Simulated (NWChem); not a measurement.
## Correlation energy of B2

```xyz
2

B      0.0000     0.0000     0.8128
B      0.0000     0.0000    -0.8128
```
Charge 0, spin multiplicity 3.

All runs are NWChem calculations. The geometry was optimised at UPBE0/def2-SVP, a minimum by its harmonic frequencies.

Basis set: cc-pVTZ. Each correlation energy counts from its own Hartree-Fock reference.

| method | correlation energy (mHa) | remark |
|---|---|---|
| CCSD[T] on ROHF | -209.5 | large amplitudes |
| SCS-UMP2 | -158.6 | - |
| CCSD on UHF | -186.2 | large amplitudes |
| CCSD[T] on UHF | -204.8 | large amplitudes |
| URI-MP2 | -160.1 | - |
| CCSD(T) on ROHF | -207.9 | large amplitudes |
| CCSD on ROHF | -189.3 | large amplitudes |
| CCSD(T) on UHF | -203.2 | large amplitudes |
| UMP2 | -160.0 | - |

The values span 50.9 mHa, from CCSD[T] on ROHF (lowest) to SCS-UMP2 (highest). 

The correlated methods keep 2 core orbitals frozen. This spin state was chosen for the runs; another may lie lower. The structure started from a generated list of species. The unpaired electrons of the parent sit in orbitals of symmetry b2u and b3u (D2h labels of the run); other states weren't searched. No SCF solution was tested for a lower state. Open-shell Hartree-Fock references start from PBE0 orbitals. Coupled-cluster values serve here as a point of comparison, not as the truth.
